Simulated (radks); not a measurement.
Q: The mean radii <r> (bohr) of the occupied orbitals of an atom or ion are listed with their occupations. All-electron calculation, scalar-relativistic Kohn-Sham, PBE, spin-polarised, spherical densities, point nucleus. Program: a radial shooting solver on a logarithmic mesh with Libxc functionals.

| orbital | occ. | <r> |
|---|---|---|
| 1s down | 1 | 0.02318 |
| 1s up | 1 | 0.02318 |
| 2s up | 1 | 0.09896 |
| 2s down | 1 | 0.09896 |
| 2p up | 3 | 0.08711 |
| 2p down | 3 | 0.08711 |
| 3s up | 1 | 0.2606 |
| 3s down | 1 | 0.2605 |
| 3p up | 3 | 0.2589 |
| 3p down | 3 | 0.2587 |
| 3d up | 5 | 0.2364 |
| 3d down | 5 | 0.2362 |
| 4s up | 1 | 0.5907 |
| 4s down | 1 | 0.5906 |
| 4p up | 3 | 0.6243 |
| 4p down | 3 | 0.6243 |
| 4d up | 5 | 0.6797 |
| 4d down | 5 | 0.6801 |
| 5s up | 1 | 1.365 |
| 5s down | 1 | 1.375 |
| 5p up | 3 | 1.543 |
| 5p down | 3 | 1.557 |
| 4f up | 3 | 0.8669 |

Name the element and its charge. Open shells, if any, are filled with parallel spins first.

A: Z = 61, promethium, charge +4: Pm4+ in [Xe] 4f3. The 1s radius gives Z: for a bare nucleus <r> = (2 gamma + 1)/(2Z) with gamma = sqrt(1 - (Z/c)^2), 0.02288 bohr for Z = 61, and screening makes it slightly larger (0.02318 here). The occupations add up to 57, and the charge is Z minus that.
